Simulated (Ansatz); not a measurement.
`FB[O][InH2]` + CH₃SH → `C[S][InH2]` + `OBF` at 400 K and 1 bar (ligand exchange at the In–O bond).

Gas-phase electronic energies from Ansatz, PBE0-D4/def2-TZVP geometries. CCSD(T)/CBS adds triple-zeta CCSD(T) − MP2 to the extrapolated MP2 energy (def2 sets, frozen cores). This one scheme is used for every species. Elements past krypton have def2 core potentials. For In outer-core shells are correlated without core-valence functions, which leaves a few kJ/mol of doubt a bond. Each species was taken in one conformer, which may not be the lowest.

```csv
species,CCSD(T)/CBS energy (Eh),H − E (kJ/mol),S (J/(mol·K))
`FB[O][InH2]`,-391.48685,111.3,360.6
CH₃SH,-438.22835,138.7,269.4
`C[S][InH2]`,-628.65181,161.3,364.8
`OBF`,-201.07426,96.4,268.5
```

H − E and S are ideal-gas, rigid-rotor, harmonic terms from PBE0-D4/def2-TZVP, for one conformer and one mirror image of each species. 1 Eh = 2625.50 kJ/mol, R = 8.31446 J/(mol·K).

Task: By hand: ΔE, ΔH, ΔS and ΔG.

Result: ΔE = (-628.65181) + (-201.07426) − (-391.48685) − (-438.22835) = -0.01087 Eh = -28.5 kJ/mol. Δ(H − E) = 161.3 + 96.4 − 111.3 − 138.7 = 7.7, so ΔH = -20.8 kJ/mol. ΔS = 364.8 + 268.5 − 360.6 − 269.4 = 3.3 J/(mol·K). ΔG = -20.8 − 400 × (3.3)/1000 = -22.1 kJ/mol.

Task: By hand: the equilibrium constant, and the temperature at which ΔG would vanish if ΔH and ΔS stayed fixed.

Result: log₁₀ K = −ΔG/(RT ln 10) = 2.9. ΔH and −TΔS have one sign here, so there is no such temperature.

The number of gas molecules stays the same, so ΔS is small and ΔH decides. A doubt of 5 kJ/mol in ΔE shifts log₁₀ K by 0.7 here. Other conformers and mirror images would add mixing entropy, several J/(mol·K) or more a flexible species. Modes under 60 cm⁻¹, often nearly free rotors, make the harmonic entropy too high. These are equilibria of isolated gas molecules and say nothing of rates. Largest T1 diagnostic: 0.016 (customary marks: 0.02 for closed shells, 0.045 for open ones).

ΔS is within the doubt of such terms, so its sign, and with it that verdict, could turn.
